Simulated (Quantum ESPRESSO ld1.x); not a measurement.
Problem. All-electron atom: the bromine ion Br11+ in [Ar] 3d6. All-electron calculation, non-relativistic Kohn-Sham, LDA (Slater exchange, Perdew-Zunger correlation), spin-polarised, spherical densities, point nucleus; open shells are filled with parallel spins first. Program: ld1.x of Quantum ESPRESSO 7.5. Some entries of the table are withheld. Estimate them.

orbital,occ.,eigenvalue (hartree),<r^2> (bohr^2),<r> (bohr)
1s up,1,-490.751,0.002562,0.04374
1s down,1,-490.746,0.002562,0.04374
2s up,1,-72.3868,0.04419,0.1938
2s down,1,-72.1786,0.04406,0.1935
2p up,3,-66.3503,0.03412,0.1672
2p down,3,-66.1932,0.03398,0.1669
3s up,1,-17.9882,(1),0.5357
3s down,1,-17.7206,(2),0.5381
3p up,3,-15.8709,0.3277,0.5317
3p down,3,-15.6004,0.3315,0.5347
3d up,5,(3),(4),0.5067
3d down,1,(5),(6),0.5117

Solution. 
(1) 3s up <r^2> (bohr^2): 0.3278
(2) 3s down <r^2> (bohr^2): 0.3308
(3) 3d up eigenvalue (hartree): -12.1513
(4) 3d up <r^2> (bohr^2): 0.3055
(5) 3d down eigenvalue (hartree): -11.8538
(6) 3d down <r^2> (bohr^2): 0.3123
